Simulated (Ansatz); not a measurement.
Ansatz (an electronic-structure program) input (B3LYP-D3(BJ)/def2-TZVP):

Ansatz 0.2 input:
```yaml
crystal:
  periodic: [false, false, false]
  atoms:
    - {symbol: Sb, position_ang: [0.01744681, -0.00750820, 1.09668224]}
    - {symbol: Br, position_ang: [0.82869219, -1.68758616, -0.53851708]}
    - {symbol: Br, position_ang: [-0.89726911, 1.62428116, -0.53482228]}
basis:
  gaussian:
    orbitals: def2-TZVP
hamiltonian:
  xc: b3lyp
  dispersion: d3bj
total_charge: 1
relax: {f_tol: 0.002, max_steps: 150}
```

End of the output:

```
relax step   2: F+E_penalty+E_count = -146628.29530899 eV  Δ(F+E_penalty+E_count) = -8.084e-4 eV  max|allowed force component| = 1.111e0 eV/Å  Δτ_max = 0.1413 Å  (39 SCF iters, accepted)
these checks for a lower state are left out or cut short: starts, cluster_reference, orbital_swaps, neighbouring_geometries, increment
integrals: 0.08 GiB planned
1262 factors; their error is unknown
mean field: 0.78 GiB planned
mean field evaluation 32: about -146628.1040 eV, gradient 3.3e-3 eV
mean field -146628.10402007 eV, -5388.4834346389 hartree, gradient 1.4e-5 eV, S^2 0.000000; 0 other end points of the search recorded, 0 dependent functions left out
the calculation of the forces begins
reference -146628.10424187 eV, -5388.4834427902 hartree; 46, 46 occupied and 100, 100 virtual orbitals, 1262 factors
relax step   3: F+E_penalty+E_count = -146628.34235995 eV  Δ(F+E_penalty+E_count) = -4.705e-2 eV  max|allowed force component| = 1.338e-2 eV/Å  Δτ_max = 0.0737 Å  (33 SCF iters, accepted)
these checks for a lower state are left out or cut short: starts, cluster_reference, orbital_swaps, neighbouring_geometries, increment
integrals: 0.08 GiB planned
1262 factors; their error is unknown
mean field: 0.77 GiB planned
mean field -146628.10403835 eV, -5388.4834353108 hartree, gradient 1.2e-5 eV, S^2 0.000000; 0 other end points of the search recorded, 0 dependent functions left out
the calculation of the forces begins
reference -146628.10426018 eV, -5388.4834434627 hartree; 46, 46 occupied and 100, 100 virtual orbitals, 1262 factors
relax step   4: F+E_penalty+E_count = -146628.34236653 eV  Δ(F+E_penalty+E_count) = -6.585e-6 eV  max|allowed force component| = 1.346e-3 eV/Å  Δτ_max = 0.0005 Å  (36 SCF iters, accepted)
integrals: 0.08 GiB planned
1262 factors; their error is unknown
mean field: 0.77 GiB planned
mean field evaluation 64: about -146628.1040 eV, gradient 3.3e-3 eV
mean field -146628.10403835 eV, -5388.4834353108 hartree, gradient 1.2e-5 eV, S^2 0.000000; 1 other end points of the search recorded, 0 dependent functions left out
the calculation of the forces begins
reference -146628.10426018 eV, -5388.4834434627 hartree; 46, 46 occupied and 100, 100 virtual orbitals, 1262 factors
Total energy: -146628.34258836 eV, -5388.4922018618 hartree
Atom 0 at     0.015115    -0.008102     1.029615 Å, force     0.000039     0.000009     0.001105 eV/Å
Atom 1 at     0.838519    -1.703923    -0.505194 Å, force     0.000680    -0.001346    -0.000550 eV/Å
Atom 2 at    -0.904764     1.641212    -0.501078 Å, force    -0.000719     0.001337    -0.000554 eV/Å
Dipole moment:     0.016930     0.008162     0.537955 e Å
```
